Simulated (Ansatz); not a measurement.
Born–Oppenheimer molecular dynamics of CH2BNO2 (7 atoms, charge 0, multiplicity 1). It starts at the highest image of a converged band. Of that band: The profile has 2 maxima (images 1, 6) with wells between them (image 2): this band takes more than one step, which may be the mechanism or a detour left from its start path. Neighbouring images differ by up to 1.6 eV, so the band resolves the path poorly. A vibrational analysis at the climbing image gives one clearly imaginary mode, 1633i cm⁻¹: a first-order saddle point.

The calculation used UKS B3LYP-D4/def2-SVP in Ansatz 0.2.0.

| Property | Result |
| --- | --- |
| ensemble | NVE (velocity Verlet) |
| time step | 0.5 fs |
| steps asked | 200 |
| starting velocities drawn for | 100 K |
| seed | 9304 |

First frame:

```xyz
7
Properties=species:S:1:pos:R:3
O -0.527 -2.397 0.828
C -0.142 -1.364 0.388
N 0.729 -0.315 0.671
B 0.026 -0.156 -0.526
O 0.120 1.292 -0.787
H 0.553 1.073 0.311
H -0.698 1.799 -0.930
```

Q: How far do the bonds stretch over the last three quarters of this one trajectory? (Pairs bonded in most of those frames.)

A: 
```json
{"bond": "O1–C2", "mean (Å)": "1.181", "spread (Å)": "0.036", "shortest": "1.11", "longest": "1.23"}
{"bond": "C2–N3", "mean (Å)": "1.828", "spread (Å)": "0.490", "shortest": "1.38", "longest": "3.04"}
{"bond": "C2–B4", "mean (Å)": "1.618", "spread (Å)": "0.228", "shortest": "1.38", "longest": "2.38"}
{"bond": "N3–B4", "mean (Å)": "1.421", "spread (Å)": "0.093", "shortest": "1.25", "longest": "1.62"}
{"bond": "N3–H6", "mean (Å)": "1.059", "spread (Å)": "0.097", "shortest": "0.90", "longest": "1.24"}
{"bond": "B4–O5", "mean (Å)": "1.377", "spread (Å)": "0.059", "shortest": "1.27", "longest": "1.47"}
{"bond": "O5–H7", "mean (Å)": "0.977", "spread (Å)": "0.026", "shortest": "0.93", "longest": "1.01"}
```

Mean temperature of the second half: 2997 K. The conserved energy stayed within 1.4 meV per atom of its start (net change -0.2 meV per atom), so the integration is sound. The system heated up, since it started high on the potential surface and ran downhill. A run of 0.1 ps of so small a system gives no equilibrium averages. The orbitals stay closed-shell, which can raise the energy where a bond breaks towards radicals; this wasn't checked here.

The run took 7.2 min on 2 threads of AMD EPYC 7R43 64-Core Processor (Zen 3), on a shared host, peak memory 0.23 GiB.
